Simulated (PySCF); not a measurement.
Two-component Hartree-Fock for In⁴⁶⁺ (indium, charge +46)

Start: [He] 2s1; 2s1/2 filled at m_j = +1/2. Calculated with PySCF 2.14 in an even-tempered Gaussian basis (17 s from 25 bohr⁻², ratio 2.4; 12 p from 33 bohr⁻², ratio 2.4; 5 d from 100 bohr⁻², ratio 2.6; 4 f from 150 bohr⁻², ratio 2.6): generalised Hartree-Fock with the X2C-1e Hamiltonian and a Gaussian nucleus; one run each with spin-orbit coupling (SO) switched off, then screened by Boettger's factors.

```csv
spinor shell,electrons,"ε, spin-free (eV)","ε, screened SO (eV)",weight of nominal j (screened SO),"rms radius, screened SO (bohr)"
1s1/2,2,-32615.5,-32615.5,1.000,0.0338
2s1/2,1,-7959.2,-7959.2,1.000,0.130
```

```csv
quantity,spin-free,screened SO
E (hartree),-2742.59748,-2742.59748
M_J,1/2,1/2
⟨J²⟩,0.750,0.750
⟨L²⟩,0.000,0.000
⟨S²⟩,0.750,0.750
```

Each row is a mean over spinors that exchange with the open shell spreads, by up to 34.152 eV (1s1/2).

Breit and QED terms are absent; they matter most for the inner s and p1/2 levels.

Densities and radii are taken from the X2C orbitals without a picture-change correction, which distorts them close to the nucleus.

Without spin-orbit coupling the j labels of p, d and f shells carry no meaning; the spin-free column gives the mean over the occupied spinors of each nl shell.
